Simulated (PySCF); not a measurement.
Two species compared at the same levels of theory.

First species: C₄H₃FO.
SMILES: `O=C1C=C1CF`

Second species: C₄H₈OS₂Si.
Z-matrix (Å and degrees, GFN2-xTB geometry), rows numbered from 1:
```
O 
C   1  1.2026
C   2  1.4854  1  124.72
C   3  1.5204  2  113.11  1  -163.23
S   4  1.8338  3  112.21  2   -59.87
S   5  2.0258  4  101.11  3   -74.03
C   6  1.8381  5  100.48  4    72.86
Si  7  1.9060  6  108.11  5   -66.87
H   2  1.1080  1  121.07  3   177.43
H   3  1.0941  2  108.09  1   -42.30
H   4  1.0906  3  111.46  2    57.32
H   4  1.0896  3  111.52  2   179.53
H   7  1.0881  6  107.62  5    57.38
H   7  1.0864  6  105.10  5   172.88
H   8  1.4658  3  106.03  2  -168.46
H   8  1.4566  3  108.33  2   -44.27
```

Levels: B3LYP/def2-SVPD for HOMO energy, LUMO energy, HOMO–LUMO gap and static isotropic polarisability; TDDFT B3LYP/def2-SVPD for lowest singlet excitation; TDA B3LYP/def2-SVPD for lowest triplet excitation (Tamm–Dancoff). Geometries: GFN2-xTB. All species are isolated and taken at one optimised geometry, non-relativistic unless stated. Electronic properties by PySCF.

The conformers computed, where there is a choice (atom-mapped SMILES and torsion angles):
- `[O:1]=[c:2]1[cH:3][c:4]1[CH2:5][F:6]`: C3–C4–C5–F6 0°

The conformers of `O=C[C@@H]1CSSC[SiH2]1` aren't listed.

Values for the first species:

```
HOMO energy                              : -7.01 eV
LUMO energy                              : -1.48 eV
HOMO–LUMO gap                            : 5.53 eV
Lowest singlet excitation                : 4.24 eV
Lowest triplet excitation (Tamm–Dancoff) : 3.86 eV
Static isotropic polarisability          : 48.7 au
```

(1) Estimate the same properties for the second species, and the change in each.

## Answers

(1) 
```json
{"property": "HOMO energy", "first": "-7.01 eV", "second": "-6.56 eV", "second less first": "+0.45 eV"}
{"property": "LUMO energy", "first": "-1.48 eV", "second": "-1.44 eV", "second less first": "+0.04 eV"}
{"property": "HOMO–LUMO gap", "first": "5.53 eV", "second": "5.12 eV", "second less first": "-0.41 eV"}
{"property": "lowest singlet excitation", "first": "4.24 eV", "second": "3.97 eV", "second less first": "-0.27 eV"}
{"property": "lowest triplet excitation (Tamm–Dancoff)", "first": "3.86 eV", "second": "3.49 eV", "second less first": "-0.37 eV"}
{"property": "static isotropic polarisability", "first": "48.7 au", "second": "112.8 au", "second less first": "+64.1 au"}
```

On the first: The principal polarisabilities are 33.4, 50.6 and 62.0 au; their mean is the isotropic value. No computed singlet falls in the visible range (750 to 380 nm, 1.65 to 3.26 eV); S1 lies 0.98 eV above its blue end.

On the second: The principal polarisabilities are 95.4, 117.9 and 125.0 au; their mean is the isotropic value. The vertical singlet–triplet gap S1 − T1 is 0.48 eV (TDDFT singlet less Tamm–Dancoff triplet; S1: HOMO→LUMO, weight 0.55; T1: HOMO→LUMO, weight 0.35, beside HOMO−2→LUMO, weight 0.28).
